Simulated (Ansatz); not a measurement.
Ideal-gas functions of BrClGaHO (`[OH][Ga]([Cl])[Br]`) at 500 K and 1 bar, from an Ansatz frequency run at PBE0-D4/def2-TZVP.

Molar mass 202.09 g/mol, point group Cs (symmetry number 1), electronic degeneracy 1, moments of inertia 131.567, 404.686, 536.253 u Å². Harmonic wavenumbers (cm⁻¹, unscaled): 105, 152, 156, 301, 364, 447, 725, 868, 3887.

Use S(trans) = R[1.5 ln M + 2.5 ln T − 1.1517]; rotational temperatures θ = 24.2544 K / I; S(rot) = R[ln(√π/σ · √(T³/θAθBθC)) + 1.5]; for each mode x = 1.438777 ν̃/T, S = R[x/(eˣ − 1) − ln(1 − e⁻ˣ)] and H = RT x/(eˣ − 1); 1 cm⁻¹ = 0.0119627 kJ/mol; R = 8.31446 J/(mol·K).

Task: By hand: the entropy, in J/(mol·K).

Result: Translation 185.8. Rotation: θ = 0.1844, 0.0599, 0.0452 K, giving 126.3. Vibration, mode by mode: 18.30, 15.26, 15.04, 9.76, 8.30, 6.77, 3.56, 2.58, 0.00, in all 79.6. Electronic 0.0. Sum 391.7 J/(mol·K).

Task: By hand: H − E and G − E in kJ/mol, counted from the electronic energy.

Result: Zero-point energy ½ × 7005 × 0.0119627 = 41.9; thermal vibration 19.3; translation, rotation and pV give 4 RT = 16.6. H − E = 77.8 kJ/mol, and G − E = 77.8 − 500 × 391.7/1000 = -118.0 kJ/mol.

Vibration gives 20 % of the entropy, 18.3 J/(mol·K) of it from the mode under 150 cm⁻¹: soft modes count most, and the harmonic formula is weakest for them. The sum counts one conformer and one mirror image; others add a mixing term.
